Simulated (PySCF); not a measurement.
C7H7NO (charge +1 and doublet state).
Cartesian coordinates in Å at the GFN2-xTB level; atoms count from 1:
```
atom  x, y, z in Å
N1     3.255   -1.210    0.230
C2     2.215   -0.767    0.341
C3     0.875   -0.220    0.499
C4    -0.155   -1.312    0.184
C5    -1.502   -0.697    0.061
C6    -1.748    0.590   -0.149
C7    -0.696    1.602   -0.336
O8    -0.866    2.766   -0.473
C9     0.720    0.978   -0.414
H10    0.791    0.089    1.550
H11    0.074   -1.816   -0.764
H12   -0.153   -2.084    0.957
H13   -2.336   -1.387    0.151
H14   -2.749    1.001   -0.208
H15    0.840    0.698   -1.468
H16    1.428    1.776   -0.174
```

The hyperfine couplings belong to this conformer and change with its torsions.

The species is `N#C[C@@H]1C[CH+][CH]C(=O)C1` [radical] (charge +1).

The calculation used UKS B3LYP, pcH-1 on C H N O, non-relativistic, mean-field spin-orbit, GIAO in PySCF. One conformer (not necessarily the lowest) at the GFN2-xTB geometry, without solvent, vibrations or thermal averaging. Couplings are sensitive to structure, and on GFN2-xTB geometries they can be far from those on DFT ones, by a factor of two or more for some ions and for spin on atoms past the first row. Stability of the SCF solution: not tested.

**Question.** Break the g tensor into its mass correction, gauge correction and orbital-Zeeman/spin–orbit terms.

**Answer.** 
```json
{"Δg (ppt)": "relativistic mass correction", "1": "-0.28", "2": "-0.28", "3": "-0.28"}
{"Δg (ppt)": "gauge correction", "1": "-0.01", "2": "0.05", "3": "0.04"}
{"Δg (ppt)": "orbital Zeeman/spin–orbit", "1": "0.64", "2": "3.05", "3": "5.34"}
{"Δg (ppt)": "total", "1": "0.35", "2": "2.82", "3": "5.09"}
```

So g = 2.00267, 2.00513, 2.00741 and g_iso = 2.00507; the tensor is rhombic: the two nearest values differ by 48 % of g3 − g1. Axes: g2 points within 10° of the C7–O8 bond and g3 points within 15° of the C9–H15 bond.

**Question.** What are the electron Larmor frequencies g μB B/h along the three axes at 330 mT?

**Answer.** 9.2499, 9.2612, 9.2717 GHz for g1, g2 and g3, a range of 21.9 MHz.

**Question.** What effective moment and Curie constant follow for a powder?

**Answer.** With the mean of g² = 4.0203 and S(S+1) = 0.75: μ_eff = √(⟨g²⟩S(S+1)) = 1.736 μB and χT = 0.12505·⟨g²⟩·S(S+1) = 0.377 cm³ K/mol (cgs; spin-Hamiltonian part alone).

**Question.** In a frozen sample, at which fields do the three g values resonate at 9.5, 34, 94 and 263 GHz (hyperfine left aside), and which band first spreads them over more than twice a line width of 1.0 mT?

**Answer.** 
```tsv
band	GHz	B(g3) mT	B(g2) mT	B(g1) mT	spread mT
X	9.5	338.12	338.51	338.92	0.80
Q	34.0	1210.13	1211.50	1212.99	2.86
W	94.0	3345.65	3349.44	3353.57	7.91
J	263.0	9360.71	9371.32	9382.85	22.14
```

The spread grows in proportion to the frequency. Q band is the first where it exceeds 2.0 mT.

The largest Mulliken spin populations are on O8 (+0.66), C9 (+0.18) and C6 (+0.13).

The HOMO–LUMO gaps are 5.33 eV among the α and 1.86 eV among the β orbitals.

Time: 1.8 min wall (grids of density and orbitals included); peak memory 0.98 GiB. Hardware: Arm Neoverse V2, one thread, no GPU, shared host with 96 logical CPUs at a one-minute load of 52.

The SMILES draws the unpaired electron on C6; the largest computed Mulliken spin population is on O8 (0.66 against 0.13).
